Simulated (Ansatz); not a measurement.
Ansatz (a quantum-chemistry and plane-wave program) input:
A basis named .json is the Basis Set Exchange file of that set.

Ansatz 0.2 input:
```yaml
crystal:
  periodic: [false, false, false]
  atoms:
    - {symbol: Ta, position_ang: [0.00201461, 0.00147624, 0.02351490]}
    - {symbol: H, position_ang: [0.19356976, -1.58666482, -0.78495125]}
    - {symbol: H, position_ang: [-0.34063629, 1.47889920, -0.93163676]}
basis:
  gaussian:
    orbitals: def2-QZVPP.json
    fitting: {mean_field: def2-universal-jkfit, correlation: def2-QZVPP-RIFIT.json}
magnetization: {spin_polarized: true, initial_magnetization: 3}
correlation: {method: mp2, electrons: outside_noble_gas}
```

Task: What final total energy does it print?

Result: -57.56291 Eh (RI-MP2/def2-QZVPP). The basis has 141 functions.

The spin state was set by rule; other spins were not relaxed.
